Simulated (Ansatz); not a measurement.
Ansatz (a quantum-chemistry and plane-wave program) input:

Ansatz 0.2 input:
```yaml
crystal:
  periodic: [false, false, false]
  atoms:
    - {symbol: Ru, position_ang: [-0.09489854, -0.44809926, -0.45722299]}
    - {symbol: O, position_ang: [0.00754408, 2.56757418, -0.55871337]}
    - {symbol: C, position_ang: [-0.05097926, 1.42205727, -0.63640545]}
    - {symbol: O, position_ang: [0.39837025, -0.65089659, 2.51441633]}
    - {symbol: C, position_ang: [0.20568280, -0.69156614, 1.38177007]}
basis:
  gaussian:
    orbitals: def2-TZVPP
hamiltonian:
  xc: pbe
magnetization: {spin_polarized: true, initial_magnetization: 2}
correlation: {method: rpa, electrons: outside_noble_gas}
```

**Question.** What final total energy does it print?

**Answer.** -321.14169 Eh (RPA@PBE/def2-TZVPP). The basis has 180 functions.

The spin state was set by rule; other spins were not relaxed.
